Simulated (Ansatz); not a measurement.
Reaction (ligand exchange at the Si–C bond): `N#C[Si](F)(F)F` + H₂Se → `F[Si](F)(F)[SeH]` + `C#N`

Computed with Ansatz on PBE0-D4/def2-TZVP structures; ΔE is electronic, products minus reactants. CBS: MP2 limit from def2 TZ/QZ plus the TZ coupled-cluster correction, frozen cores. This one scheme is used for every species. DFT in def2-TZVPP. B3LYP here is the variant with VWN-RPA as its local correlation; programs differ in this. HSE06 is defined as in plane-wave codes. For Se outer-core shells are correlated without core-valence functions, which leaves a few kJ/mol of doubt a bond. Scalar relativity is left out up to krypton. One conformer a species, not always the lowest.

`N#C[Si](F)(F)F`:

```xyz
6

N    -1.187   -1.108    1.807
C    -0.625   -0.584    0.952
Si    0.265    0.247   -0.403
F     1.744   -0.253   -0.429
F     0.235    1.791   -0.168
F    -0.431   -0.093   -1.760
```

H₂Se:

Cartesian coordinates in Å:
```
Se 0.358 0.425 -0.400
H 0.682 -0.407 0.764
H -1.040 -0.018 -0.364
```

`F[Si](F)(F)[SeH]`:

```xyz
6

F    -1.603   -0.589   -0.257
Si   -0.111   -0.453    0.225
F     0.547   -1.882    0.211
F    -0.177    0.050    1.715
Se    1.116    0.868   -1.090
H     0.229    2.005   -0.804
```

`C#N`:

```xyz
3

C     0.015   -0.010    0.018
N    -0.685    0.443   -0.768
H     0.669   -0.432    0.750
```

| level | ΔE (kJ/mol) |
| --- | --- |
| HSE06-D4 | -36.4 |
| r2SCAN | -32.9 |
| PBE0 | -34.8 |
| B3LYP | -27.7 |
| CCSD/def2-SVP | -22.6 |
| HF/def2-TZVPP | -23.7 |
| MP2/def2-TZVPP | -30.0 |
| CCSD/def2-TZVPP | -26.3 |

Problem. What does CCSD(T)/CBS give? (Estimate.)

Solution. Computed: -33.5 kJ/mol. The listed levels differ from it by -2.9, 0.6, -1.3, 5.8, 10.9, 9.8, 3.5, 7.2 kJ/mol.

Problem. What do rigid-rotor, harmonic-oscillator terms from PBE0-D4/def2-TZVP frequencies (298.15 K, 1 bar) make of the CCSD(T)/CBS value? (Estimate.)

Solution. Computed: ΔZPE = +6.6 kJ/mol, ΔH = -27.3 kJ/mol, ΔS = 4 J/(mol·K), ΔG = -28.6 kJ/mol.

Largest T1 diagnostic among the species: 0.014.

Leaving LDA and LC-ωPBE aside and taking each functional with its dispersion term where it has one, the values, not all of them listed here, spread over 10.2 kJ/mol, from PBE-D4 to B97M-V. In def2-TZVPP, CCSD(T) changes the Hartree–Fock value by −3.2 kJ/mol (the triples alone add −0.6 kJ/mol) and MP2 by −6.3 kJ/mol. At CCSD(T), def2-SVP lies +11.2 kJ/mol from the extrapolated value and def2-TZVPP +6.6 kJ/mol.
